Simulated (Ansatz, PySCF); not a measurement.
CH8AlNO2Si, SMILES C[N]([SiH3])[Al]([OH])[OH]. Atoms are numbered in the order given.

```xyz
14

Si    -1.7188    -0.7009     0.9335
N     -0.7219     0.1765    -0.1838
C     -1.4113     1.0073    -1.1697
Al     1.0647     0.1153    -0.1875
O      1.9959    -0.8022     0.8943
O      1.8303     1.0576    -1.3745
H     -2.5739     0.2050     1.7677
H     -0.8092    -1.4733     1.8379
H     -2.6413    -1.6599     0.2428
H     -0.6898     1.5175    -1.8258
H     -2.0798     0.4113    -1.8182
H     -2.0299     1.7894    -0.6918
H      1.6553    -1.3611     1.5934
H      2.7796     1.1146    -1.4860
```
Charge 0, spin multiplicity 1.

Geometry optimised at PBE0-D3(BJ)/def2-SVP. The structure was generated by enumeration; whether it is a known compound was not checked. Other conformers were not sampled.

Two levels are set side by side: PBE-D3(BJ)/def2-SVP (Ansatz, a quantum-chemistry and plane-wave program) and PBE0-D3(BJ)/def2-SVP (Ansatz). Each level has its own optimised geometry; the coordinates shown are those of the second. Frequencies come from the Hessian of PySCF at each geometry. Differences are taken from unrounded values.

| quantity | PBE0-D3(BJ) |
|---|---|
| mean bond length (Å) | 1.393 |
| bond Si1–N2 (Å) | 1.736 |
| bond N2–C3 (Å) | 1.462 |
| bond N2–Al4 (Å) | 1.788 |
| bond Al4–O5 (Å) | 1.697 |
| bond Al4–O6 (Å) | 1.698 |
| bond Si1–H7 (Å) | 1.499 |
| bond Si1–H8 (Å) | 1.497 |
| bond Si1–H9 (Å) | 1.499 |
| bond C3–H10 (Å) | 1.101 |
| bond C3–H11 (Å) | 1.106 |
| bond C3–H12 (Å) | 1.106 |
| bond O5–H13 (Å) | 0.958 |
| bond O6–H14 (Å) | 0.958 |
| highest harmonic wavenumber (cm⁻¹) | 3996 |
| mean harmonic wavenumber (cm⁻¹) | 1186 |
| zero-point energy (kcal/mol) | 61.02 |

Problem. What does PBE-D3(BJ) give, and how far is it from PBE0-D3(BJ)? (The exact figures need the calculation; the answer reports its results.)

Solution. 
```tsv
quantity	PBE-D3(BJ)	PBE-D3(BJ) minus PBE0-D3(BJ)
mean bond length (Å)	1.404	0.012
bond Si1–N2 (Å)	1.749	0.014
bond N2–C3 (Å)	1.471	0.009
bond N2–Al4 (Å)	1.802	0.015
bond Al4–O5 (Å)	1.715	0.018
bond Al4–O6 (Å)	1.715	0.017
bond Si1–H7 (Å)	1.510	0.011
bond Si1–H8 (Å)	1.508	0.011
bond Si1–H9 (Å)	1.510	0.011
bond C3–H10 (Å)	1.109	0.008
bond C3–H11 (Å)	1.115	0.009
bond C3–H12 (Å)	1.115	0.009
bond O5–H13 (Å)	0.970	0.012
bond O6–H14 (Å)	0.969	0.011
highest harmonic wavenumber (cm⁻¹)	3825	-171
mean harmonic wavenumber (cm⁻¹)	1144	-42
zero-point energy (kcal/mol)	58.89	-2.14
```

Exact exchange shortens and stiffens bonds; PBE has none. Differences between two approximate levels are no errors against the true value.
